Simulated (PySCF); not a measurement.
# Two-component Hartree-Fock for Ni (nickel, neutral)

Start: [Ar] 3d8 4s2; 3d3/2 filled at m_j = -1/2, +1/2, +3/2; 3d5/2 filled at m_j = -3/2, -1/2, +1/2, +3/2, +5/2. Calculated with PySCF 2.14 in x2c-TZVPall-2c with one added diffuse shell each of s, p, d type (7s8p5d1f, 63 functions): generalised Hartree-Fock with the X2C-1e Hamiltonian and a Gaussian nucleus; one run each with spin-orbit coupling (SO) switched off, then screened by Boettger's factors. This is a chosen level, not necessarily the ground level.

| spinor shell | electrons | ε, spin-free (eV) | ε, screened SO (eV) | weight of nominal j (screened SO) | rms radius, screened SO (bohr) |
| --- | --- | --- | --- | --- | --- |
| 1s1/2 | 2 | -8402.7 | -8402.5 | 1.000 | 0.0624 |
| 2s1/2 | 2 | -1051.1 | -1051.0 | 1.000 | 0.265 |
| 2p1/2 | 2 | -900.22 | -912.62 | 0.999 | 0.236 |
| 2p3/2 | 4 | -900.22 | -894.13 | 0.999 | 0.239 |
| 3s1/2 | 2 | -136.18 | -136.16 | 1.000 | 0.794 |
| 3p1/2 | 2 | -89.884 | -93.751 | 0.801 | 0.842 |
| 3p3/2 | 4 | -89.884 | -87.952 | 0.900 | 0.852 |
| 3d5/2 | 5 | -18.819 | -19.189 | 0.620 | 1.11 |
| 3d3/2 | 3 | -18.819 | -18.212 | 0.641 | 1.12 |
| 4s1/2 | 2 | -7.664 | -7.663 | 1.000 | 3.27 |

| quantity | spin-free | screened SO |
| --- | --- | --- |
| E (hartree) | -1519.06557 | -1519.10269 |
| M_J | 4 | 4 |
| ⟨J²⟩ | 20.010 | 20.010 |
| ⟨L²⟩ | 12.005 | 12.012 |
| ⟨S²⟩ | 2.005 | 2.005 |

Each row is a mean over spinors that exchange with the open shell spreads, by up to 10.769 eV (3p3/2).

Rows whose weight is well below 1 are mixtures of j = l ± 1/2: exchange outweighs spin-orbit coupling there, and the label is only the starting occupation.

Without spin-orbit coupling the j labels of p, d and f shells carry no meaning; the spin-free column gives the mean over the occupied spinors of each nl shell.
